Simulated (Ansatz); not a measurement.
Ansatz (a quantum-chemistry and plane-wave program) input:

Ansatz 0.2 input:
```yaml
crystal:
  periodic: [false, false, false]
  atoms:
    - {symbol: Y, position_ang: [0.43469289, 0.00667839, 0.43586214]}
    - {symbol: Cl, position_ang: [0.85967350, 0.32179349, -1.85965554]}
    - {symbol: Cl, position_ang: [-1.85691013, -0.33711451, 0.85973652]}
basis:
  gaussian:
    orbitals: def2-SVPD
total_charge: 1
magnetization: {spin_polarized: true, initial_magnetization: 2}
correlation: {method: ccsd_t, electrons: outside_noble_gas}
```

Predict the final energy.

-956.71842 Eh (CCSD(T)/def2-SVPD). The basis has 88 functions.

This state (charge 1, triplet) is run at the relaxed geometry of the species with charge 1 and multiplicity 1, and is a spin state other than that species' own.

The program attaches cautions to this result: other roots.
